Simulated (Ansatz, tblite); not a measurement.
Removing and adding an electron: Cd₁₀Te₁₀H₂₈. The state is a singlet with charge 0. Geometry: PBE-D4/def2-SVP, loosely relaxed. Ansatz, gas phase; energy differences of separate SCF runs; the oxidised species was run as a doublet alone; the reduced species was run as a doublet alone.

```xyz
48

Cd   -4.395    0.418   -2.363
Cd    1.953   -3.337   -2.672
Cd    4.111   -1.296   -0.863
Cd   -2.573    3.788    1.207
Cd    5.025    2.686    1.017
Cd    0.150    0.152   -1.498
Cd   -3.296   -1.618    0.963
Cd    0.764   -2.324    3.743
Cd   -0.101    0.628    2.977
Cd    4.251    0.565    3.448
Te    0.028   -1.381   -3.837
Te   -2.158    1.920   -1.167
Te   -3.454   -2.202   -1.903
Te    2.603    1.369   -0.738
Te    0.205   -4.561   -0.433
Te    3.245   -1.740    2.086
Te    0.302    4.749    0.597
Te   -2.583    1.933    3.382
Te    2.010    2.533    2.826
Te   -0.521   -1.283    0.873
H    -5.725    1.227   -3.043
H    -3.189    0.839   -4.967
H    -0.952   -4.949   -4.160
H     2.578   -4.570   -3.673
H     5.796   -1.114   -0.961
H     2.591   -2.127   -1.401
H    -3.641    5.069    0.819
H     5.062    4.205    0.301
H    -4.591   -1.619    2.063
H    -5.519    0.763    0.848
H     0.463   -3.974    3.961
H     0.475   -0.605    4.330
H     5.343    1.185    1.848
H     4.942    0.800    4.991
H     1.313   -0.503   -4.485
H    -2.561    0.433   -4.774
H    -2.166    3.095   -2.376
H    -1.654   -4.694   -3.973
H    -5.003   -2.859   -1.978
H     3.069    1.996   -2.227
H     0.122   -6.015   -1.307
H    -1.254   -4.089   -1.135
H     4.444   -2.730    2.729
H    -0.470    5.947   -0.334
H     0.386    5.847    1.870
H    -1.948    3.104    4.412
H    -5.340    1.433    0.512
H     1.865    2.907    4.466
```

In the def2 sets Cd, Te take a core potential; there is no spin–orbit coupling. The xTB rows come from tblite. Single mean-field runs in def2-TZVP are fitted with def2-universal-jkfit. HOMO above LUMO, or a gap near zero within one spin, warns that the state may not be the lowest or that an electron is smeared out. In the singlet geometry the species has come apart into loosely held pieces. In the singlet, H23 and H38 lie 0.77 Å apart, H30 and H47 lie 0.77 Å apart, H22 and H36 lie 0.77 Å apart (atoms count from 1), so H2 has formed as a molecule. In the doublet geometry the species has come apart into loosely held pieces.

| level | −HOMO (eV) | vertical IE (eV) | −LUMO (eV) | vertical EA (eV) | HOMO–LUMO gap (eV) | IE − EA (eV) | remarks |
| --- | --- | --- | --- | --- | --- | --- | --- |
| GFN1-xTB | 9.31 | 10.76 | 5.92 | 4.72 | 3.39 | 6.04 | loose geometry (+1 doublet), loose geometry (-1 doublet), loose geometry (singlet) |
| PBE-D4/def2-TZVP | 5.80 | – | 2.73 | 1.54 | 3.06 | – | gap within one spin near zero (-1 doublet), loose geometry (-1 doublet), loose geometry (singlet) |

(1) Estimate the rows for GFN2-xTB, PBE0-D4/def2-TZVP.

Answers

(1) 
```csv
level,−HOMO (eV),vertical IE (eV),−LUMO (eV),vertical EA (eV),HOMO–LUMO gap (eV),IE − EA (eV),remarks
GFN2-xTB,10.16,11.61,6.86,5.25,3.29,6.36,"loose geometry (+1 doublet), loose geometry (-1 doublet), loose geometry (singlet)"
PBE0-D4/def2-TZVP,6.72,7.67,2.06,1.26,4.66,6.41,"loose geometry (+1 doublet), loose geometry (-1 doublet), loose geometry (singlet)"
```

Run but left out: PBE-D4/def2-TZVP (charge +1 doublet: an occupied level 0.02 eV above an empty one).   Raw xTB energy differences between charge states are shifted by several eV; the methods need an empirical correction for them. Sets without diffuse functions give affinities that are too small.
